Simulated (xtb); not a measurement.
H3Ga (SMILES [GaH3]), singlet, geometry from GFN2-xTB (such geometries of metal compounds can be far from the true shape).

Here is a job for xtb.
```
$ xtb mol.xyz --gfn 1 --alpb water --json

# file mol.xyz
4

Ga     0.00000000    -0.00000000     0.00000000
H      0.66218224    -0.42756453     1.35383279
H     -0.30059287     1.51137788    -0.28202977
H     -0.36158937    -1.08381336    -1.07180302
```

Task: What does this run give for the HOMO-LUMO gap, partial charges in atom order, total energy, dipole moment?

Result: 
- HOMO-LUMO gap = 7.08 eV
- partial charges in atom order = Ga1 0.37, H2 -0.12, H3 -0.12, H4 -0.12
- total energy = -2.934682 Ha
- dipole moment = 0.00 D
